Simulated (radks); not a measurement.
Task: All-electron atom: the neon ion Ne3+ in [He] 2s2 2p3. Calculated with a radial shooting solver on a logarithmic mesh with Libxc functionals: non-relativistic Kohn-Sham, LDA (Slater exchange, Perdew-Wang correlation), spin-polarised, spherical densities, point nucleus; open shells are filled with parallel spins first. Some entries of the table are withheld. Estimate them.

| orbital | occ. | eigenvalue (eV) | r(max) (bohr) |
|---|---|---|---|
| 1s up | 1 | -909.0027 | 0.1034 |
| 1s down | 1 | -904.9113 | 0.1032 |
| 2s up | 1 | -105.5124 | (1) |
| 2s down | 1 | -97.5173 | (2) |
| 2p up | 3 | -83.7259 | 0.5531 |
| 2p down | 0 | -75.0388 | 0.5686 |

Result: 
(1) 2s up r(max) (bohr): 0.6454
(2) 2s down r(max) (bohr): 0.6557
